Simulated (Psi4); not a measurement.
F3Ga, charge +1, doublet, geometry from GFN2-xTB (such geometries of metal compounds can be far from the true shape) (a state made from the parent by changing its charge; the spin is typed, not shown lowest); BLYP/STO-3G in Psi4 1.11.

The Psi4 input:
```
memory 2 GB

molecule mol {
1 2
Ga   -0.000030   -0.011980    0.005142
F    -1.554950   -0.934156    0.039011
F     0.004128    1.653790   -0.709779
F     1.550925   -0.678370    0.653059
no_reorient
}

set {
  basis sto-3g
  reference uks
}

energy('blyp')
print_variables()
```

### Question
Predict the main parts of the log of this Psi4 run.

### Answer

```
   => Loading Basis Set <=

    Name: STO-3G
    Role: ORBITAL
    Keyword: BASIS

         ---------------------------------------------------------
                                   SCF
               by Justin Turney, Rob Parrish, Andy Simmonett
                          and Daniel G. A. Smith
                              UKS Reference
         ---------------------------------------------------------

  ==> Geometry <==

    Molecular point group: c1
    Full point group: C1

    Geometry (in Angstrom), charge = 1, multiplicity = 2:

       Center              X                  Y                   Z               Mass
    ------------   -----------------  -----------------  -----------------  -----------------
         GA          -0.000029119036    -0.011648217895     0.004999270763    68.925573500000
         F           -1.554949119036    -0.933824217895     0.038868270763    18.998403162730
         F            0.004128880964     1.654121782105    -0.709921729237    18.998403162730
         F            1.550925880964    -0.678038217895     0.652916270763    18.998403162730

  Running in c1 symmetry.

  Rotational constants: A =      0.18567  B =      0.17590  C =      0.09033 [cm^-1]
  Rotational constants: A =   5566.19758  B =   5273.32473  C =   2707.90230 [MHz]
  Nuclear repulsion =  285.790392677699060

  Charge       = 1
  Multiplicity = 2
  Electrons    = 57
  Nalpha       = 29
  Nbeta        = 28

  ==> Algorithm <==

  SCF Algorithm Type is DF.
  DIIS enabled.
  MOM disabled.
  Fractional occupation disabled.
  Guess Type is SAD.
  Energy threshold   = 1.00e-06
  Density threshold  = 1.00e-06
  Integral threshold = 1.00e-12

  ==> Primary Basis <==

  Basis Set: STO-3G
    Blend: STO-3G
    Number of shells: 17
    Number of basis functions: 33
    Number of Cartesian functions: 34
    Spherical Harmonics?: true
    Max angular momentum: 2

  ==> DFT Potential <==

   => LibXC <=

    Version 7.1.2
    S. Lehtola, C. Steigemann, M. J. T. Oliveira, and M. A. L. Marques,  SoftwareX 7, 1–5 (2018) (10.1016/j.softx.2017.11.002)

   => Composite Functional: BLYP <=

    BLYP GGA Exchange-Correlation Functional

    P.J. Stephens et. al., J. Phys. Chem., 98, 11623-11627, 1994
    B. Miehlich et. al., Chem. Phys. Lett., 157(3), 200-206 1989

    Deriv               =              1
    GGA                 =           TRUE
    Meta                =          FALSE

    Exchange Hybrid     =          FALSE
    MP2 Hybrid          =          FALSE

   => Exchange Functionals <=

    1.0000     XC_GGA_X_B88

   => Correlation Functionals <=

    1.0000     XC_GGA_C_LYP

   => LibXC Density Thresholds  <==

    XC_GGA_C_LYP:  1.00E-14
    XC_GGA_X_B88:  1.00E-15

   => Molecular Quadrature <=

    Radial Scheme          =       TREUTLER
    Pruning Scheme         =           NONE
    Nuclear Scheme         =       TREUTLER

    Blocking Scheme        =         OCTREE
    BS radius alpha        =              1
    Pruning alpha          =              1
    Radial Points          =             75
    Spherical Points       =            302
    Total Points           =          85626
    Total Blocks           =            710
    Max Points             =            256
    Max Functions          =             31
    Weights Tolerance      =       1.00E-15

   => Loading Basis Set <=

    Name: (STO-3G AUX)
    Role: JKFIT
    Keyword: DF_BASIS_SCF

  ==> Integral Setup <==

  SCF_SUBTYPE=INCORE selected. In-core MEM_DF algorithm will be used.
  Using in-core AOs.

  ==> MemDFJK: Density-Fitted J/K Matrices <==

    J tasked:                   Yes
    K tasked:                    No
    wK tasked:                   No
    Algorithm:                 Core
    Schwarz Cutoff:           1E-12
    Mask sparsity (%):       3.3058
    Fitting Condition:        1E-10

   => Auxiliary Basis Set <=

  Basis Set: (STO-3G AUX)
    Blend: DEF2-UNIVERSAL-JKFIT
    Number of shells: 135
    Number of basis functions: 497
    Number of Cartesian functions: 650
    Spherical Harmonics?: true
    Max angular momentum: 5

  Minimum eigenvalue in the overlap matrix is 4.4480578875E-01.
  Reciprocal condition number of the overlap matrix is 2.7758556777E-01.
    Using symmetric orthogonalization.

  ==> Pre-Iterations <==

  SCF Guess: Superposition of Atomic Densities via on-the-fly atomic UHF (no occupation information).

   -------------------------
    Irrep   Nso     Nmo
   -------------------------
     A         33      33
   -------------------------
    Total      33      33
   -------------------------

  ==> Iterations <==

                           Total Energy        Delta E     RMS |[F,P]|

   @DF-UKS iter SAD: -2195.25913705609673   -2.19526e+03   0.00000e+00
   @DF-UKS iter   1: -2195.57527176062968   -3.16135e-01   3.54596e-02 ADIIS/DIIS
   @DF-UKS iter   2: -2165.90815768691391    2.96671e+01   2.91180e-02 ADIIS/DIIS
   @DF-UKS iter   3: -2194.61413236882208   -2.87060e+01   4.36973e-02 ADIIS/DIIS
   @DF-UKS iter   4: -2195.12797286460318   -5.13840e-01   4.71151e-02 ADIIS/DIIS
   @DF-UKS iter   5: -2195.34594500421008   -2.17972e-01   4.56866e-02 ADIIS/DIIS
   @DF-UKS iter   6: -2195.54785612863770   -2.01911e-01   3.87248e-02 ADIIS/DIIS
   @DF-UKS iter   7: -2195.43430875360991    1.13547e-01   4.07421e-02 ADIIS/DIIS
   @DF-UKS iter   8: -2195.34698494109080    8.73238e-02   4.45638e-02 ADIIS/DIIS
   @DF-UKS iter   9: -2195.54113164169257   -1.94147e-01   4.25685e-02 ADIIS/DIIS
   @DF-UKS iter  10: -2195.35628548945169    1.84846e-01   4.49795e-02 ADIIS/DIIS
   @DF-UKS iter  11: -2195.77342932072725   -4.17144e-01   3.67350e-02 ADIIS/DIIS
   @DF-UKS iter  12: -2195.37562786380022    3.97801e-01   4.43157e-02 ADIIS/DIIS
   @DF-UKS iter  13: -2166.21003125612469    2.91656e+01   5.35385e-02 ADIIS/DIIS
   @DF-UKS iter  14: -2196.48899480198179   -3.02790e+01   1.73904e-02 ADIIS/DIIS
   @DF-UKS iter  15: -2195.64346273616820    8.45532e-01   4.12887e-02 ADIIS/DIIS
   @DF-UKS iter  16: -2196.07663105756319   -4.33168e-01   3.45845e-02 ADIIS/DIIS
   @DF-UKS iter  17: -2195.95443046284663    1.22201e-01   3.65824e-02 ADIIS/DIIS
   @DF-UKS iter  18: -2196.33498247149964   -3.80552e-01   2.65944e-02 ADIIS/DIIS
   @DF-UKS iter  19: -2196.25721878666309    7.77637e-02   2.85086e-02 ADIIS/DIIS
   @DF-UKS iter  20: -2196.29287187088494   -3.56531e-02   2.85118e-02 ADIIS/DIIS
   @DF-UKS iter  21: -2196.37165208606621   -7.87802e-02   2.61418e-02 ADIIS/DIIS
   @DF-UKS iter  22: -2196.35063073088986    2.10214e-02   2.65682e-02 ADIIS/DIIS
   @DF-UKS iter  23: -2196.42898055409250   -7.83498e-02   2.46691e-02 ADIIS/DIIS
   @DF-UKS iter  24: -2167.36072854797339    2.90683e+01   1.00215e-01 ADIIS
   @DF-UKS iter  25: -2190.76552309809495   -2.34048e+01   8.30420e-02 ADIIS/DIIS
   @DF-UKS iter  26: -2194.59092761669217   -3.82540e+00   5.10184e-02 ADIIS/DIIS
   @DF-UKS iter  27: -2196.80876844922068   -2.21784e+00   1.56154e-02 ADIIS/DIIS
   @DF-UKS iter  28: -2196.87396380159225   -6.51954e-02   1.49528e-02 ADIIS/DIIS
   @DF-UKS iter  29: -2196.95768793585012   -8.37241e-02   1.08453e-02 ADIIS/DIIS
   @DF-UKS iter  30: -2197.05081252043738   -9.31246e-02   3.18818e-03 ADIIS/DIIS
   @DF-UKS iter  31: -2197.05456825366264   -3.75573e-03   2.72352e-03 ADIIS/DIIS
   @DF-UKS iter  32: -2197.05163484268132    2.93341e-03   3.31077e-03 ADIIS/DIIS
   @DF-UKS iter  33: -2197.05953580181676   -7.90096e-03   1.00244e-03 ADIIS/DIIS
   @DF-UKS iter  34: -2197.06034128874762   -8.05487e-04   3.02175e-04 ADIIS/DIIS
   @DF-UKS iter  35: -2197.06041081556077   -6.95268e-05   8.25534e-05 DIIS
   @DF-UKS iter  36: -2197.06041834910320   -7.53354e-06   3.24240e-05 DIIS
   @DF-UKS iter  37: -2197.06042109419695   -2.74509e-06   3.49052e-05 DIIS
   @DF-UKS iter  38: -2197.06042727532486   -6.18113e-06   3.82539e-05 DIIS
   @DF-UKS iter  39: -2197.06042206179836    5.21353e-06   3.83956e-05 DIIS
   @DF-UKS iter  40: -2197.06043550877575   -1.34470e-05   4.11862e-05 DIIS
   @DF-UKS iter  41: -2197.06045094548517   -1.54367e-05   5.85975e-05 DIIS
   @DF-UKS iter  42: -2197.06043816929059    1.27762e-05   5.75707e-05 DIIS
   @DF-UKS iter  43: -2197.06044167510208   -3.50581e-06   1.23546e-04 ADIIS/DIIS
   @DF-UKS iter  44: -2197.06042937619122    1.22989e-05   1.86626e-04 ADIIS/DIIS
   @DF-UKS iter  45: -2197.06043743007422   -8.05388e-06   1.62808e-04 ADIIS/DIIS
   @DF-UKS iter  46: -2197.06045489750795   -1.74674e-05   1.07698e-04 ADIIS/DIIS
   @DF-UKS iter  47: -2197.06046072261097   -5.82510e-06   8.17101e-05 DIIS
   @DF-UKS iter  48: -2197.06045267791205    8.04470e-06   1.25199e-04 ADIIS/DIIS
   @DF-UKS iter  49: -2197.06046764252733   -1.49646e-05   3.55709e-05 DIIS
   @DF-UKS iter  50: -2197.06046902037860   -1.37785e-06   1.09953e-05 DIIS
   @DF-UKS iter  51: -2197.06046911632347   -9.59449e-08   4.38971e-06 DIIS
   @DF-UKS iter  52: -2197.06046913367481   -1.73513e-08   5.55842e-07 DIIS
  Energy and wave function converged.

  ==> Post-Iterations <==

   Electrons on quadrature grid:
      Nalpha   =   29.0000427173 ; deviation = 4.272e-05
      Nbeta    =   28.0000383292 ; deviation = 3.833e-05
      Ntotal   =   57.0000810466 ; deviation = 8.105e-05

   @Spin Contamination Metric:   2.323853139E-03
   @S^2 Expected:                7.500000000E-01
   @S^2 Observed:                7.523238531E-01
   @S   Expected:                5.000000000E-01
   @S   Observed:                5.000000000E-01

    Orbital Energies [Eh]
    ---------------------

    Alpha Occupied:

[...]
    Alpha Virtual:

[...]
      33A     -0.100919

    Beta Occupied:

[...]
      28A     -0.444973

    Beta Virtual:

[...]
    Final Occupation by Irrep:
              A
    DOCC [    28 ]
    SOCC [     1 ]
    NA   [    29 ]
    NB   [    28 ]

  @DF-UKS Final Energy: -2197.06046913367481

   => Energetics <=

    Nuclear Repulsion Energy =            285.7903926776990602
    One-Electron Energy =               -3622.3344038570339762
    Two-Electron Energy =                1245.4872866875598447
    DFT Exchange-Correlation Energy =    -106.0037446418996296
    Empirical Dispersion Energy =           0.0000000000000000
    VV10 Nonlocal Energy =                  0.0000000000000000
    Total Energy =                      -2197.0604691336748147

  UHF NO Occupations:
  HONO-2 :   27  A 1.9997859
  HONO-1 :   28  A 1.9992062
  HONO-0 :   29  A 1.0000000
  LUNO+0 :   30  A 0.0007938
  LUNO+1 :   31  A 0.0002141
  LUNO+2 :   32  A 0.0000807
  LUNO+3 :   33  A 0.0000737

Computation Completed

Properties will be evaluated at   0.000000,   0.000000,   0.000000 [a0]

Properties computed using the SCF density matrix

 Multipole Moments:

 ------------------------------------------------------------------------------------
     Multipole            Electronic (a.u.)      Nuclear  (a.u.)        Total (a.u.)
 ------------------------------------------------------------------------------------

 L = 1.  Multiply by 2.5417464519 to convert [e a0] to [Debye]
 Dipole X            :         -0.0000381            0.0000909            0.0000527
 Dipole Y            :         -0.0126696            0.0363571            0.0236875
 Dipole Z            :          0.0054363           -0.0156040           -0.0101677
 Magnitude           :                                                    0.0257776

 ------------------------------------------------------------------------------------

  Variable Map:
  ----------------------------------------------------------------------------
[...]
  Array Variable Map:
  ----------------------------------------------------------------------------
[...]
[...]
```
